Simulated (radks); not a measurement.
The dysprosium ion Dy62+, [He] 2s2. Method: non-relativistic Kohn-Sham, PBE, spin-polarised, spherical densities, point nucleus; computed with a radial shooting solver on a logarithmic mesh with Libxc functionals. Every spin shell is full or empty, so the densities are truly spherical. Functionals are evaluated on that one density, not self-consistently. Rank these exchange functionals by their error against the exact value of the orbitals, and give that value: LDA, PBE, PBEsol, revPBE, RPBE, PW91, PW86, OPTX, WC, SOGGA, G96, EV93, APBE, revTPSS, MVS.

Answer. Exact: -53.4673 hartree. From best to worst, with 100 (|E| - |E exact|)/|E exact| (equal figures are ties): OPTX 0.00, G96 -0.01, revPBE +0.26, revTPSS +0.35, PW91 -0.56, RPBE +0.57, APBE +0.65, PW86 +0.76, MVS -0.82, PBE -0.88, WC -2.86, EV93 +4.32, PBEsol -5.08, SOGGA -5.22, LDA -12.36.
